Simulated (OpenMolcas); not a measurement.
Computed levels of 3d⁶ in ions with 24 electrons, in cm-1 above ⁵D₄.

```json
{
  "Program": "OpenMolcas",
  "Method": "MS-RASPT2, IPEA 0.25 Eh, imaginary shift 0.1 Eh",
  "Basis": "ANO-RCC-VTZP",
  "Scalar Hamiltonian": "DKH2, point nucleus",
  "Spin-orbit coupling": "state interaction with AMFI integrals over the reference wave functions, term energies averaged over their components"
}
```

Active space for each ion: 12 electrons in 8 orbitals (RAS1 3p, at most 2 holes; RAS2 3d); closed shells correlated by CASPT2: 3s.

```
 Level   Co3+   Cu5+
   ⁵D₃    661   1153
   ⁵D₂   1117   1923
   ⁵D₁   1408   2410
   ⁵D₀   1550   2650
³P₂(1)  23300  29880
   ³H₆  23720  30770
   ³H₅  24040  31270
   ³H₄  24260  31520
³P₁(1)  25230  33240
```

Question: Estimate ⁵D₀, ³P₂(1), ³H₆ for Ni4+ from its neighbours Co3+ and Cu5+.

Answer: ⁵D₀ is fine structure, which grows about as the fourth power of a screened charge, so the fourth roots are averaged: ((1550^0.25 + 2650^0.25) / 2)^4 = 2045. The calculation gives 2000, so the estimate is off by +2.2 %; the measured value is 2058 (Corliss and Sugar, J. Phys. Chem. Ref. Data 10, 197 (1981)).
³P₂(1) is another term, which grows about linearly with the charge: (23300 + 29880) / 2 = 26590. The calculation gives 26800, so the estimate is off by -0.8 %; the measured value is 26153 (Corliss and Sugar, J. Phys. Chem. Ref. Data 10, 197 (1981)).
³H₆ is another term, which grows about linearly with the charge: (23720 + 30770) / 2 = 27245. The calculation gives 27460, so the estimate is off by -0.8 %; the measured value is 27111 (Corliss and Sugar, J. Phys. Chem. Ref. Data 10, 197 (1981)).

Term energies are means over components that CASPT2 splits; among the terms shown or strongly mixed into the levels shown the widest spread is 350 cm-1 (3d⁶ ³H, Cu5+). Active for correlation alone: 3p; no level in the range computed is led by a configuration that opens it, so any true level of that kind is missing. The CASPT2 spread within a term exceeds the gap to the next term for 3d⁶ ³H and 3d⁶ ³P(1), so the order of their levels is uncertain. Computed and measured levels are paired by configuration, term and J; levels that our copy of the source lacks, or whose pairing is in doubt (as where it misses far off the trend of its configuration), stay unpaired and out of the deviations. Levels of configurations outside the active space are missing.

A number in round brackets counts repeated terms of one configuration in the order of the reference energies.
